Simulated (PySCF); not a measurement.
# Electron correlation in Os (osmium, neutral)

[Xe] 4f14 5d7 6s1, high-spin 5F determinant (an excited configuration). All numbers are calculated (PySCF 2.14, the spin-free X2C one-electron Hamiltonian (Gaussian nucleus), in x2c-TZVPPall with one added diffuse shell each of s, p, d, f type (12s8p8d4f1g, 113 functions)). Frozen: [Xe] 4f14; 8 electrons correlated.

```json
{"level": "CCSD", "correlation energy (mhartree)": "-179.91"}
{"level": "(T)", "correlation energy (mhartree)": "-8.20"}
{"level": "CCSD(T)", "correlation energy (mhartree)": "-188.11"}
```

Diagnostics: T1 = 0.013, D1 = 0.0341, largest double amplitude 0.025.

Problem. Is a single reference adequate?

Solution. Yes, within this model without spin-orbit coupling: T1 lies below 0.03 and no double amplitude reaches 0.07.
